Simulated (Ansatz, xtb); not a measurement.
Breaking the B1–H5 bond in C2H3B (SMILES BC#C) (multiplicity 1 held, fragments rigid). Energies count from the point at 1.189 Å.
Geometry at that point (charge 0, multiplicity 1):
| atom | x (Å) | y (Å) | z (Å) |
|---|---|---|---|
| B | -1.1934 | -0.0518 | -0.7150 |
| C | 0.0924 | 0.0040 | 0.0554 |
| C | 1.1293 | 0.0490 | 0.6766 |
| H | 2.0411 | 0.0886 | 1.2230 |
| H | -1.9546 | 0.8608 | -0.6666 |
| H | -1.4500 | -1.0086 | -1.3734 |

R- and RO- levels are restricted; in cc, def2 and unpolarised 6-31G sets they are followed outwards from rest. Unrestricted levels (U-) break spin symmetry where that is lower. Levels need not reach the same state.

Cores are frozen in the correlated methods.

Run with Ansatz (Gaussian basis) for Hartree–Fock, density functionals and correlated methods; xtb for the GFN methods.  The GFN methods have no spin term and hold the electronic entropy of 300 K.

One of these levels gives 105.32 kcal/mol for the energy at R = 3.806 Å. Which?
(A) U-MP2/cc-pVDZ
(B) GFN2-xTB
(C) R-SCS-MP2/cc-pVDZ
(D) U-HF/cc-pVDZ

A, U-MP2/cc-pVDZ. The others give 119.73 (GFN2-xTB), 84.98 (U-HF/cc-pVDZ), 132.66 (R-SCS-MP2/cc-pVDZ)

Doubts at one or more of the structures used: a spin-contaminated determinant (U-HF/cc-pVDZ, U-MP2/cc-pVDZ); a restricted determinant that unrestricted orbitals would lower (R-SCS-MP2/cc-pVDZ).

Ansatz is an electronic-structure program.
